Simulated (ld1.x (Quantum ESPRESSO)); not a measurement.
# An all-electron radial function and its pseudo partner (tin)

Columns: radius, all-electron u(r) and pseudo u(r) of the 5s shell (level -10.59 eV) of tin in the configuration [Kr] 4d10 5s2 5p2; PBEsol, scalar-relativistic, PAW scheme, ld1.x (Quantum ESPRESSO) 7.5.

```tsv
r (bohr)	all-electron	pseudo
0.145	0.0028	0.0459
0.290	0.2047	0.0940
0.435	-0.1082	0.1462
0.580	-0.3316	0.2038
0.725	-0.3231	0.2671
0.870	-0.1652	0.3353
1.015	0.0456	0.4067
1.160	0.2500	0.4787
1.305	0.4211	0.5479
1.450	0.5511	0.6108
1.595	0.6416	0.6636
1.740	0.6979	0.7031
1.885	0.7265	0.7268
2.030	0.7334	0.7334
2.175	0.7238	0.7238
2.320	0.7023	0.7023
2.465	0.6723	0.6723
2.610	0.6366	0.6366
2.755	0.5976	0.5976
2.900	0.5569	0.5569
3.045	0.5157	0.5157
3.190	0.4751	0.4751
3.335	0.4357	0.4357
3.480	0.3980	0.3980
3.625	0.3623	0.3623
3.770	0.3288	0.3288
```

Q: How many radial nodes do the two functions have?

A: The all-electron 5s function has n − l − 1 = 4 (the table is too coarse to show those close to the nucleus); the pseudo-wave has 0, since the states of the same l below it are removed with the core.

Q: At about which radius was the pseudo-wave matched?

A: 2.00 bohr, where the columns begin to agree (steps of 0.14 bohr).

Q: Is the pseudo-wave norm-conserving?

A: No, it belongs to a PAW set: the norm inside the radius is not constrained, and the difference is carried by the augmentation charge.
